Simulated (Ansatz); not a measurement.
`O=C(F)c1ccccc1` and `N#Cc1ccccc1` differ in one atom or group.

Ansatz, PBE0-D4/def2-TZVP geometries, multiplicity 1. Each molecule was computed in one conformer, which needn't be the lowest.

```json
{"property": "LUMO energy (ωB97M-V/def2-TZVPP) / eV", "`O=C(F)c1ccccc1`": "0.14"}
{"property": "LUMO energy (B3LYP/def2-TZVPP) / eV", "`O=C(F)c1ccccc1`": "-2.11"}
{"property": "HOMO–LUMO gap (PBE/def2-TZVPP) / eV", "`O=C(F)c1ccccc1`": "4.20"}
{"property": "HOMO energy (PBE0/def2-TZVPP) / eV", "`O=C(F)c1ccccc1`": "-7.98"}
{"property": "HOMO energy (ωB97M-V/def2-TZVPP) / eV", "`O=C(F)c1ccccc1`": "-10.06"}
{"property": "size of the dipole moment (B3LYP/def2-TZVPP) / D", "`O=C(F)c1ccccc1`": "3.94"}
```

Question: Give the same properties after the change, and the shifts. (Best estimate.)

Answer: The calculation gave: 
```
                                        property  `N#Cc1ccccc1`  shift
           LUMO energy (ωB97M-V/def2-TZVPP) / eV           0.42   0.28
             LUMO energy (B3LYP/def2-TZVPP) / eV          -1.77   0.34
             HOMO–LUMO gap (PBE/def2-TZVPP) / eV           4.39   0.19
              HOMO energy (PBE0/def2-TZVPP) / eV          -7.84   0.14
           HOMO energy (ωB97M-V/def2-TZVPP) / eV          -9.86   0.20
size of the dipole moment (B3LYP/def2-TZVPP) / D           4.68   0.74
```

With PBE0 the HOMO rises by 0.14 eV and the LUMO rises by 0.33 eV, so the gap widens by about 0.19 eV. PBE moves the HOMO by 0.13 eV and ωB97M-V by 0.20 eV. The zero-point energy changes by -9.6 kJ/mol with -3 modes. Dipoles are sizes alone; their direction can turn.

B3LYP here is the variant with VWN-RPA as its local correlation; programs differ in this.
